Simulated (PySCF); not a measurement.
Compound: BiMe2F, C2H6BiF.
Bonds: Bi1–C2, Bi1–C6, Bi1–F10. Hydrogens: H3, H4, H5 on C2; H7, H8, H9 on C6.

Theory: PySCF, PBE0-D3(BJ)/def2-SVP geometry optimisation, gas phase, def2 core potentials past Kr.

(1) What internal coordinates does the optimisation give?

Answers

(1) 
```tsv
bond	length (Å)
Bi1–C2, Bi1–C6	2.262
Bi1–F10	2.053
C2–H3 and 5 like bonds	1.099
```

Bonds in one row agree within 0.01 Å and their mean is given. A selection of angles:
```tsv
angle	degrees
C2–Bi1–C6	91.8
C2–Bi1–F10	92.3
C6–Bi1–F10	93.1
Bi1–C2–H3	110.4
Bi1–C2–H4	105.4
Bi1–C2–H5	111.0
H3–C2–H4	110.0
```

Bi1 (bismuth bonded to 2 C and F) is pyramidal (angles 93.1°, 92.3° and 91.8°, sum 277.2°, 1.21 Å off the plane of its three neighbours).

Point group: near Cs, missed by 0.18 Å at most; the miss may be what the optimiser left on a soft mode. No PBE0-D3(BJ)/def2-SVP frequencies stand behind this structure, so it isn't proved a minimum.
